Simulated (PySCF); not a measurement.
Al(H)2(SiH3) (AlH5Si), SMILES [SiH3][AlH2]. Coordinates come from a PBE0-D3(BJ)/def2-TZVP optimisation.

PySCF 2.14.0 with TDA-ωB97X/def2-SVPD puts the lowest singlet excitations at 4.41, 5.25, 6.88, 7.31, 7.45, 7.53 eV.

Q: What are the lowest excitation roots from ADC(2)/aug-cc-pVDZ in PySCF 2.14.0? (The exact figures need the calculation; the answer reports its results.)

A: 4.49, 5.56, 6.87, 7.01, 7.45, 7.55 eV. S1 differs by 0.07 eV (second minus first; roots are paired by order, and the bases may differ).
